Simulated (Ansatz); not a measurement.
Species: BH2Se2, charge 0, doublet. BH2Se2 (SMILES [Se]B[SeH], doublet).
B3LYP-D3(BJ)/def2-TZVP minimum from Ansatz (a program for electronic structure):
```
B
H 1 1.1891
Se 1 1.8936 2 117.20
Se 1 1.9410 2 119.06 3 -180.00
H 4 1.4716 1 95.09 2 0.00
```
Charge 0, spin multiplicity 2.

Atomisation energy term by term, kcal/mol (programs: Ansatz). Radicals and triplets start from unrestricted determinants; spin-orbit coupling is neglected. Correlated methods leave the cores frozen (noble-gas shells, and filled d and f shells in the p block). No relativity. CBS(X,Y): correlation extrapolated as X^-3, Hartree-Fock from the larger set. A bracket is a step between two methods taken in the basis named. Where a partner has so few electrons that a lower coupled-cluster level is exact, that level stands in.

| term | basis | kcal/mol |
|---|---|---|
| Hartree-Fock | cc-pVQZ | 244.63 |
| CCSD correlation | CBS(cc-pVTZ,cc-pVQZ) | 84.00 |
| (T) | CBS(cc-pVTZ,cc-pVQZ) | 7.77 |
| CCSDT(Q) - CCSD(T) | cc-pVDZ | 0.63 |
| sum: De |  | 337.0 |
